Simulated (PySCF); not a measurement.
# Magnetisability: C4H12AsBO2

Geometry (Å), atoms numbered from 1 in this order:
```xyz
20

C    -0.9426   -1.8540    0.3881
C    -0.7708   -0.6071   -0.4750
C    -1.3371    0.6296    0.2408
C    -1.1788    1.8754   -0.5806
O    -2.0535    2.6535   -0.8324
O     0.6105   -0.4092   -0.7076
B     1.2049   -0.5666   -1.8795
As    2.4097    0.3218    1.3905
H    -0.3760   -1.7355    1.3103
H    -0.5643   -2.7258   -0.1402
H    -1.9906   -2.0116    0.6264
H    -1.2905   -0.7434   -1.4347
H    -0.7630    0.7731    1.1623
H    -2.3887    0.4771    0.4860
H    -0.1444    2.0298   -0.9460
H     2.3614   -0.3805   -1.8858
H     0.6056   -0.8685   -2.8492
H     1.2438    0.4868    2.3230
H     2.0990    1.6531    0.7967
H     3.2603    1.0128    2.4246
```

Level of theory: GIAO BHandHLYP/pcSseg-1 magnetisability, rotational g tensor and spin-rotation constants, non-relativistic, gas phase in PySCF 2.14.0. Geometry: GFN2-xTB.

The bonding changed while the geometry was optimised; results refer to the coordinates, not to the name. The calculation is non-relativistic, which matters for the atoms heavier than Zn.

(1) How diamagnetic is it, and how anisotropic?

(2) Split it along the inertial axes a, b, c into diamagnetic and paramagnetic parts about the centre of mass, with the quadrupole moment.

(3) And the rotational g tensor?

## Answers

(1) Isotropic -1473 × 10⁻³⁰ J/T², or -88.7 × 10⁻⁶ cm³/mol; principal values -1592, -1481, -1346 × 10⁻³⁰ J/T², anisotropy 214 × 10⁻³⁰ J/T² (root of half the summed squared differences of the principal values). The susceptibility is in cgs units.

(2) 
| axis | χ (10⁻⁶ cm³/mol) | diamagnetic (10⁻⁶ cm³/mol) | paramagnetic (10⁻⁶ cm³/mol) | summed x² of all electrons (Å²) | quadrupole Θ (D Å) |
| --- | --- | --- | --- | --- | --- |
| a | -85.5 | -924.8 | 839.3 | 343.8 | -10.72 |
| b | -93.2 | -1794.1 | 1700.9 | 138.9 | +2.79 |
| c | -87.4 | -2048.0 | 1960.6 | 79.1 | +7.93 |

Anisotropies 2χaa − χbb − χcc = +9.7 and 2χbb − χaa − χcc = -13.6 × 10⁻⁶ cm³/mol. Θ is traceless in Buckingham's convention.

(3) 
| axis | rotational constant (GHz) | g | nuclear part | electronic part |
| --- | --- | --- | --- | --- |
| a | 1.5356 | -0.0214 | 0.5841 | -0.6055 |
| b | 0.6609 | -0.0093 | 0.5188 | -0.5281 |
| c | 0.5754 | -0.0105 | 0.5195 | -0.5300 |

Asymmetric top; isotopes 75As, 11B, 12C, 1H, 16O; no vibrational averaging.
